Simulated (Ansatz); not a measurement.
Energy needed to pull apart BGeH5O (SMILES O[BH][GeH3]), singlet, into free ground-state atoms, from the structure below (displaced at random from a GFN2-xTB minimum); no zero-point or spin–orbit terms; open-shell atoms are treated unrestricted, in their ground-state multiplicity.

```xyz
8
angstrom
O -1.4687 0.2724 -1.2895
B -0.2706 0.6026 -0.8908
Ge 0.6457 -0.2869 0.6676
H -1.8686 -0.1474 -0.5967
H 0.3949 1.1970 -1.6539
H -0.1504 -0.3507 2.1020
H 1.0581 -1.6052 0.5424
H 1.8740 0.2287 1.3541
```

Program: Ansatz 0.2.0. Basis: def2-TZVPP. Cores are frozen in the correlated methods. Filled d shells of the heavier atoms are correlated. The def2 sets are not built for correlating such inner shells, so the correlated values are less sure here.

```
    method  atomization energy (eV)
    PBE-D4                    25.89
 r2SCAN-D4                    25.93
   PBE0-D4                        ?
r2SCANh-D4                    25.78
r2SCAN0-D4                        ?
   wB97M-V                    25.77
        HF                    18.80
       MP2                    25.45
      CCSD                    24.97
   CCSD(T)                    25.29
```

Task: What does r2SCAN0-D4 give? (To be estimated.)

Result: By the calculation: 25.57 eV, which is about 0.28 eV more than CCSD(T)/def2-TZVPP.

Task: What does PBE0-D4 give? (To be estimated.)

Result: Computed: 25.57 eV, which is about 0.28 eV more than CCSD(T)/def2-TZVPP.

In triple zeta the MP2 and coupled-cluster atomization energies are still short of their basis limit by a few kcal/mol a bond, whereas those of the functionals are nearly converged, so these differences are not deviations from converged CCSD(T).

The T1 diagnostic stays at or below 0.014.

For scale, one of the runs: CCSD(T)/def2-TZVPP forces, 180 basis functions (an equivalent command: `ansatz run in.yaml --threads 4`). The run took 2.8 min on 4 CPU threads (shared host), with 3.3 GiB of host memory at its peak.
